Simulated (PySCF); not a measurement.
Isomers C₈H₉FO:

A. `Fc1c(C2(C)CCC2)c1=O`
B. `CCc1cccc(O)c1F`
C. `CCOc1ccccc1F`

Spectrum 1. $^{1}$H NMR (500 MHz, computed): δ 7.15 (m, 1H), 7.07 (m, 1H), 6.90 (m, 1H), 6.73 (m, 1H), 4.14 (q, 2H), 1.27 (t, 3H). $^{13}$C{$^{1}$H} NMR (computed): δ 160.0 (C), 151.3 (C), 128.3 (CH), 124.1 (CH), 121.9 (CH), 114.4 (CH), 61.7 (CH2), 13.6 (CH3).

Spectrum 2. $^{1}$H NMR (500 MHz, computed): δ 2.66 (m, 2H), 2.09 (m, 1H), 1.91 (m, 1H), 1.64 (m, 2H), 1.51 (s, 3H). $^{13}$C{$^{1}$H} NMR (computed): δ 155.7 (C), 154.4 (C), 144.4 (C), 34.9 (C), 32.8 (CH2), 24.4 (CH3), 17.6 (CH2).

Spectrum 3. $^{1}$H NMR (500 MHz, computed): δ 7.10 (m, 1H), 6.99 (m, 1H), 6.73 (m, 1H), 4.73 (br s, 1H), 2.56 (q, 2H), 1.18 (t, 3H). $^{13}$C{$^{1}$H} NMR (computed): δ 155.3 (C), 150.3 (C), 136.6 (C), 129.9 (CH), 124.8 (CH), 118.8 (CH), 26.9 (CH2), 18.1 (CH3).

[PySCF: shieldings: GIAO PBE0/pcSseg-1; geometry from PBE0-D3(BJ)/def2-SVP; single conformer; non-relativistic; no solvent; equivalent nuclei averaged]

Shifts are taken against calculated references (same method and geometry level): $^{1}$H (31.27 ppm), $^{13}$C (184.41 ppm) vs TMS. Splittings of carbon signals by F and P are missing where no couplings were computed. Where no couplings were computed, multiplicities follow the n + 1 count of equivalent neighbours, and m marks all less simple cases (inequivalent or close neighbours, rings, F or P nearby). Shifts are as computed. Against solution values, carbons near 30 ppm lie about +2 ppm off and those near 130 ppm about +5 ppm. Of 1211 compounds with measured shifts, 218 miss one by over three times the rms of a fit or turn the order of signals round; such compounds aren't used in these exercises. OH and NH positions are gas-phase values without hydrogen bonding to other molecules.

Question: Which spectrum belongs to which compound?

Answer: 1–C, 2–A, 3–B.

- Spectrum 1 (C): 8 $^{13}$C signals; δC 160.0 is an aromatic carbon bearing fluorine; δC 151.3 is an aromatic carbon bearing oxygen.
- Spectrum 2 (A): 7 $^{13}$C signals; δC 34.9 is a quaternary sp3 carbon on an unsaturated ring; δC 32.8 is an sp3 CH2 in a ring.
- Spectrum 3 (B): 8 $^{13}$C signals; δC 155.3 is an aromatic carbon bearing fluorine; δC 150.3 is an aromatic carbon bearing oxygen.
